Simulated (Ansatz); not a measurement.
Born–Oppenheimer molecular dynamics of BClF2 (4 atoms, charge 0, multiplicity 1). It starts from a relaxed structure.

These are results of Ansatz 0.2.0, RKS PBE0-D4/6-31G, not measurements.

- ensemble: NVE (velocity Verlet)
- time step: 1 fs
- steps asked: 150
- starting velocities drawn for: 1500 K
- seed: 441916

Frames 5 fs apart, positions in Å, forces in eV/Å.

Velocities at 10 fs (Å/ps):

```
B 13.33 2.75 13.34
F -6.32 -0.35 -1.67
Cl 1.26 -0.21 -3.14
F -3.61 -0.82 -0.07
```

```xyz
4
Properties=species:S:1:pos:R:3:forces:R:3 time_fs=10 energy_less_start_eV=0.108 T=1084
B 0.057 0.044 -0.024 0.47 -0.55 1.72
F -0.061 -0.008 1.353 0.85 0.24 -1.02
Cl 1.580 -0.004 -0.938 -0.22 0.15 0.41
F -1.111 -0.010 -0.633 -1.09 0.16 -1.11
4
Properties=species:S:1:pos:R:3:forces:R:3 time_fs=15 energy_less_start_eV=0.265 T=485
B 0.114 0.051 0.046 -2.61 -0.66 -2.75
F -0.087 -0.009 1.343 0.97 0.17 1.59
Cl 1.585 -0.004 -0.952 -0.18 0.18 0.72
F -1.129 -0.013 -0.637 1.83 0.31 0.44
4
Properties=species:S:1:pos:R:3:forces:R:3 time_fs=20 energy_less_start_eV=0.321 T=270
B 0.119 0.043 0.061 -2.62 -0.56 -3.30
F -0.100 -0.007 1.351 1.01 0.14 1.80
Cl 1.590 -0.003 -0.961 -0.37 0.15 0.94
F -1.126 -0.011 -0.636 1.99 0.27 0.56
4
Properties=species:S:1:pos:R:3:forces:R:3 time_fs=25 energy_less_start_eV=0.150 T=921
B 0.070 0.023 0.011 0.03 -0.30 0.77
F -0.101 -0.003 1.378 1.13 0.12 -0.93
Cl 1.591 -0.002 -0.964 -0.66 0.09 0.95
F -1.101 -0.007 -0.630 -0.51 0.09 -0.78
4
Properties=species:S:1:pos:R:3:forces:R:3 time_fs=30 energy_less_start_eV=0.335 T=219
B 0.024 -0.003 -0.023 3.59 0.04 3.68
F -0.087 0.002 1.395 0.87 -0.02 -2.29
Cl 1.589 0.001 -0.960 -0.87 -0.01 0.92
F -1.083 -0.002 -0.634 -3.59 -0.01 -2.31
4
Properties=species:S:1:pos:R:3:forces:R:3 time_fs=35 energy_less_start_eV=0.094 T=1137
B 0.044 -0.029 0.013 0.63 0.38 0.69
F -0.063 0.007 1.386 0.63 -0.15 -1.21
Cl 1.580 0.003 -0.951 -0.66 -0.11 0.89
F -1.103 0.004 -0.664 -0.61 -0.12 -0.37
4
Properties=species:S:1:pos:R:3:forces:R:3 time_fs=40 energy_less_start_eV=0.220 T=661
B 0.080 -0.046 0.062 -2.04 0.59 -3.67
F -0.030 0.010 1.363 0.29 -0.14 1.47
Cl 1.567 0.004 -0.935 -0.24 -0.17 0.72
F -1.132 0.008 -0.698 1.99 -0.28 1.49
4
Properties=species:S:1:pos:R:3:forces:R:3 time_fs=45 energy_less_start_eV=0.173 T=840
B 0.075 -0.050 0.040 -2.32 0.66 -2.72
F 0.006 0.012 1.356 0.06 -0.18 0.92
Cl 1.553 0.005 -0.914 0.29 -0.17 0.21
F -1.139 0.008 -0.716 1.97 -0.31 1.59
4
Properties=species:S:1:pos:R:3:forces:R:3 time_fs=50 energy_less_start_eV=0.078 T=1201
B 0.023 -0.041 -0.037 0.34 0.53 1.98
F 0.043 0.011 1.357 -0.35 -0.23 -1.69
Cl 1.541 0.004 -0.892 0.64 -0.13 -0.34
F -1.123 0.005 -0.715 -0.63 -0.16 0.05
4
Properties=species:S:1:pos:R:3:forces:R:3 time_fs=55 energy_less_start_eV=0.272 T=465
B -0.019 -0.019 -0.073 3.49 0.22 4.14
F 0.075 0.007 1.340 -0.83 -0.12 -2.05
Cl 1.532 0.002 -0.873 0.68 -0.06 -0.63
F -1.116 0.000 -0.713 -3.33 -0.04 -1.45
4
Properties=species:S:1:pos:R:3:forces:R:3 time_fs=60 energy_less_start_eV=0.094 T=1135
B 0.003 0.007 -0.031 0.26 -0.08 -0.24
F 0.097 0.002 1.300 -0.87 0.03 0.78
Cl 1.529 0.000 -0.857 0.96 0.02 -0.90
F -1.144 -0.006 -0.726 -0.34 0.03 0.36
4
Properties=species:S:1:pos:R:3:forces:R:3 time_fs=65 energy_less_start_eV=0.342 T=192
B 0.033 0.031 0.006 -2.24 -0.35 -4.69
F 0.109 -0.003 1.271 -0.77 0.05 4.16
Cl 1.532 -0.002 -0.848 1.17 0.10 -1.11
F -1.178 -0.012 -0.736 1.84 0.20 1.64
```

Of the whole run (150 fs, mean temperature of the second half 734 K): The conserved energy stayed within 1.1 meV per atom of its start (net change 0.99 meV per atom), so the integration is sound. Over the second half the temperature averaged 0.49 of the 1500 K drawn at the start: a run that starts near a minimum puts about half its kinetic energy into the potential. A run of 0.15 ps of so small a system gives no equilibrium averages. Limits of this set-up: no polarisation functions.

The run took 2.4 min on 1 thread of Arm Neoverse V1, on a shared host, peak memory 0.088 GiB.
